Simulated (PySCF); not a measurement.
**TeO₂, singlet: molecular constants**

Computed with PySCF, BP86, basis Te def2-TZVP with ECP28, O def2-TZVP (scalar-relativistic core potentials, no spin–orbit coupling, density fitting).

The structure is a minimum.

Coordinates in bohr (charge 0 multiplicity 1):
```
Te    0.0000    0.0000   -0.3864
O     2.8190    0.0000    1.5726
O    -2.8190    0.0000    1.5726
```

```
Point group                                                                   : C2v
Bond lengths                                                                  : Te–O 1.817 Å (×2)
Bond angles                                                                   : O–Te–O 110.4°
Entropy at 298.15 K and 1 bar                                                 : 273.8 J/(mol K)
Dipole moment                                                                 : 3.82 D
Zero-point energy                                                             : 11.5 kJ/mol
Atomisation energy without zero-point energy                                  : 890 kJ/mol
Lowest empty level                                                            : -5.15 eV
Rotational constants                                                          : 0.6111, 0.2368, 0.1707 cm⁻¹
Heat capacity Cp at 298.15 K                                                  : 45.6 J/(mol K)
Principal polarisabilities                                                    : 25.9, 36.4, 51.0 bohr³
Principal quadrupole moments (Buckingham, traceless) about the centre of mass : -8.61, 1.14, 7.47 D Å
Highest occupied level                                                        : -7.25 eV
Rotational symmetry number                                                    : 2
Enthalpy at 298.15 K above 0 K                                                : 11.48 kJ/mol
```

Harmonic modes (masses in u: Te 129.906, O 15.995):
```csv
symmetry,ω (cm⁻¹),IR (km/mol),type
a1,276,18.9,bend
a1,818,7.6,stretch
b2,830,76.6,stretch
```

In C2v the vibrations span 2a1 + b2. Here b1 is antisymmetric to the molecular plane and b2 lies in it.

Charges (e):
| atom | Mulliken | Löwdin | polar tensor | Mayer order to Te1 |
| --- | --- | --- | --- | --- |
| Te1 | 0.97 | 0.87 | 1.01 | – |
| O2,3 | -0.49 | -0.44 | -0.50 | 1.83 |

Mulliken populations on Te1 (electrons outside its core potential): s 3.90, p 8.65, d 10.37, f 0.11.

Counting electrons, tellurium keeps 2 of its valence electrons outside its bonds, so the VSEPR class is AX2E1 and the expected shape is bent (C2v), as computed.

The final relaxation and frequency run took of the order of 50 core-seconds on a shared host.
